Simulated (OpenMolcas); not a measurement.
Computed levels of 2s2 2p4 in ions with 8 electrons, in cm-1 above 3P2.

```
Program             : OpenMolcas 26.06
Method              : XMS-CASPT2, IPEA 0.25 Eh, imaginary shift 0.1 Eh
Basis               : ANO-RCC-VTZP
Scalar Hamiltonian  : DKH2, point nucleus
Spin-orbit coupling : RASSI with atomic mean-field integrals over the reference wave functions, term energies averaged over their components
```

Active space for each ion: 6 electrons in 8 orbitals (2s 2p 3s 3p); closed shells correlated by CASPT2: 1s.

```tsv
Level	O	Ne2+
3P1	140	583
3P0	209	858
1D2	16470	26570
1S0	34470	56680
```

Question: Estimate 3P0, 1D2, 1S0 for F+ from its neighbours O and Ne2+.

Answer: 3P0 is fine structure, which grows about as the fourth power of a screened charge, so the fourth roots are averaged: ((209^0.25 + 858^0.25) / 2)^4 = 451. The calculation gives 456, so the estimate is off by -1.1 %; the measured value is 490 (NIST Handbook of Basic Atomic Spectroscopic Data).
1D2 is another term, which grows about linearly with the charge: (16470 + 26570) / 2 = 21520. The calculation gives 21510, so the estimate is off by 0 %; the measured value is 20873 (NIST Handbook of Basic Atomic Spectroscopic Data).
1S0 is another term, which grows about linearly with the charge: (34470 + 56680) / 2 = 45575. The calculation gives 45680, so the estimate is off by -0.2 %; the measured value is 44918 (NIST Handbook of Basic Atomic Spectroscopic Data).

Term energies are means over components that CASPT2 splits; among the terms shown or strongly mixed into the levels shown the widest spread is 300 cm-1 (2s2 2p4 1D, O). Active for correlation alone: 3p 3s; no level in the range computed is led by a configuration that fills them, so any true level of that kind is missing. Computed and measured levels are paired by configuration, term and J; levels that our copy of the source lacks, or whose pairing is in doubt (as where it misses far off the trend of its configuration), stay unpaired and out of the deviations. Levels of configurations outside the active space are missing.
